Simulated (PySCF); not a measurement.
Compound: C5H9NOSi.
Structure used (GFN2-xTB), in Å, numbered top down from 1:
```
atom  x, y, z in Å
C1    -1.041    2.971    0.153
C2    -0.919    1.787   -0.015
Si3   -0.727   -0.050   -0.291
C4    -1.507   -0.951    1.185
N5    -1.379   -0.663   -1.759
O6     0.857   -0.394   -0.523
C7     1.917   -0.274    0.293
C8     3.143   -0.589   -0.089
H9    -1.148    4.008    0.302
H10   -1.405   -2.028    1.080
H11   -1.034   -0.665    2.121
H12   -2.565   -0.727    1.276
H13   -0.859   -0.511   -2.607
H14   -2.365   -0.559   -1.927
H15    1.711    0.102    1.289
H16    3.341   -0.958   -1.079
H17    3.974   -0.488    0.582
```

The calculation used TDDFT B3LYP/def2-SVPD, vertical, gas phase, core orbitals frozen in the response (PySCF 2.14.0, density-fitted response routines).

Ground-to-excited transition dipoles (e·a0, same axes as the geometry; the sign carries no meaning), for the states with f of 0.002 or more among the lowest 7:

| state | E (hartree) | μx | μy | μz |
| --- | --- | --- | --- | --- |
| S1 | 0.2022 | -0.070 | 0.145 | 0.034 |
| S2 | 0.2135 | -0.395 | 0.002 | 0.030 |
| S3 | 0.2214 | -0.035 | -0.310 | -0.112 |
| S4 | 0.2244 | 0.134 | -0.208 | 0.056 |
| S5 | 0.2280 | 0.102 | -0.282 | -0.084 |
| S6 | 0.2308 | -0.012 | 0.351 | 0.173 |
| S7 | 0.2397 | 0.057 | 0.324 | 0.024 |

Task: What oscillator strength does each state have?

Result: f = (2/3) ΔE |μ|² with ΔE in hartree (27.2114 eV).

```tsv
state	|μ|² (au)	|μ| (D)	f
S1	0.027	0.42	0.004
S2	0.157	1.01	0.022
S3	0.110	0.84	0.016
S4	0.064	0.64	0.010
S5	0.097	0.79	0.015
S6	0.153	0.99	0.024
S7	0.108	0.84	0.017
```

Task: Which bond between heavy atoms lies closest to the direction of the S6 transition dipole?

Result: C2–Si3 and C1–C2, at 18° from it; next Si3–N5 at 47°.

Task: What angle do the transition dipoles of S2 and S5 make?

Result: |cos θ| = |μa·μb| / (|μa| |μb|) = 0.35, so θ ≈ 69° (taken between 0 and 90°, since the signs are arbitrary).

Hardware: an Arm Neoverse N1 with one thread, no GPU (shared host). Cost: 83 s of wall time, 0.97 GiB resident at most.

One conformer stands for the species.
